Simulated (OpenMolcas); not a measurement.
Cr I: effect of the active space

```
Program             : OpenMolcas 26.06
Method              : CASSCF or its RAS form
Basis               : ANO-RCC-VDZP
Scalar Hamiltonian  : DKH2, point nucleus
Spin-orbit coupling : state interaction with AMFI integrals over the reference wave functions, term energies averaged over their components
```

A. 6 electrons in 6 orbitals (3d 4s); 2S+1 = 7 even, 1 root; 2S+1 = 5 even, 23 roots; 2S+1 = 3 even, 9 roots; cost about 40 core-seconds
B. 6 electrons in 9 orbitals (RAS2 3d 4s; RAS3 4p, at most 2 electrons); 2S+1 = 7 even, 1 root; 2S+1 = 5 even, 23 roots kept (CI in the orbitals of an earlier block); 2S+1 = 3 even, 12 roots kept (CI in the orbitals of an earlier block); 2S+1 = 1 even, 13 roots kept (CI in the orbitals of an earlier block, 0 in the spin-orbit step); 2S+1 = 7 odd, 15 roots; 2S+1 = 5 odd, 15 roots kept (CI in the orbitals of an earlier block); 2S+1 = 3 odd, 10 roots kept (CI in the orbitals of an earlier block); cost of the order of 80 core-seconds

Energies in cm-1 above 3d5 4s 7S3, the measured ground level; measured values from NIST Handbook of Basic Atomic Spectroscopic Data.

```json
{"Level": "3d5 4s 7S3", "A": "0.0", "B": "0.0", "Measured": "0.0"}
{"Level": "3d5 4s 5S2", "A": "12143", "B": "10702", "Measured": "7593"}
{"Level": "3d4 4s2 5D0", "A": "20470", "B": "21578", "Measured": "7751"}
{"Level": "3d4 4s2 5D1", "A": "20521", "B": "21629", "Measured": "7811"}
{"Level": "3d4 4s2 5D2", "A": "20623", "B": "21730", "Measured": "7927"}
{"Level": "3d4 4s2 5D3", "A": "20776", "B": "21882", "Measured": "8095"}
{"Level": "3d4 4s2 5D4", "A": "20980", "B": "22083", "Measured": "8308"}
{"Level": "3d5 4s 5G4", "A": "27881", "B": "27092", "Measured": "20524"}
{"Level": "3d5 4s 5G5", "A": "27881", "B": "27092", "Measured": "20524"}
{"Level": "3d5 4s 5G3", "A": "27881", "B": "27092", "Measured": "20521"}
{"Level": "3d5 4s 5G6", "A": "27881", "B": "27092", "Measured": "20520"}
{"Level": "3d5 4s 5G2", "A": "27881", "B": "27092", "Measured": "20517"}
```

Deviations, from unrounded energies. A percentage is the sum of absolute deviations over the sum of measured energies, with the sign that they share, or ± where signs differ.

| Against measurement | Levels | A | B |
| --- | --- | --- | --- |
| mean absolute deviation (cm-1) | 11 | 9500 | 9500 |
| other terms of the ground configuration (%) | 6 | +37.5 | +32.6 |
| other configurations (%) | 5 | +159.1 | +173.0 |

A, B lie about equally close to measurement. The largest miss of A in the table is 3d4 4s2 5D0, by +13000 cm-1. The ranking rests on the paired levels alone, and a cruder setting can come out closer through cancelling errors.

The spin-orbit steps hold different terms of 3d5 4s (A lacks 3P), which shifts levels as well.

Between A and B the level of the table that moves most is 3d5 4s 5S2, by 1400 cm-1 (lowest in B, highest in A).

Without dynamic correlation excited terms often stand tens of per cent too high (terms of higher spin than the ground term too low), and those without a measured partner can miss by more than the paired ones. A single d shell beside an s shell can misplace configurations of different d count against each other. Some high roots are left out of the spin-orbit mixing, which shifts the levels that they would mix with (holds for B). Terms from blocks run as CI alone lack orbitals of their own (holds for B). No level of 3d5 4p was computed, though it lies in the active space (holds for B). Computed and measured levels are paired by configuration, term and J; levels that our copy of the source lacks, or whose pairing is in doubt (as where it misses far off the trend of its configuration), stay unpaired and out of the deviations. Levels of configurations outside the active space are missing. The table leaves out levels that lie high or whose names do not pair safely across all columns.
